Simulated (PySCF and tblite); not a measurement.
The numbers below are computed, except where a source is named.
System: C6H8O3, numbered as in [CH2:1]=[CH:2]/[C:3]([OH:4])=[CH:5]/[C:6](=[O:7])[O:8][CH3:9].

Motion: rotation about the C5–C6 bond (torsion C3–C5–C6–O7 from 0° to 180°, rising). GFN2-xTB gives an electronic barrier of 13.5 kcal/mol and a reaction energy of 4.5 kcal/mol.

What does PBE0/pcSseg-1 + D3(BJ) give on GFN2-xTB geometries?

A barrier of 20.0 kcal/mol, 6.5 above the tight-binding barrier (from unrounded values), a reaction energy of 4.5 kcal/mol and, with GFN2-xTB thermal terms, ΔG‡(298 K) = 19.4 kcal/mol and k = 0.076 s⁻¹ (2 equivalent paths).

Programs: tblite and PySCF.
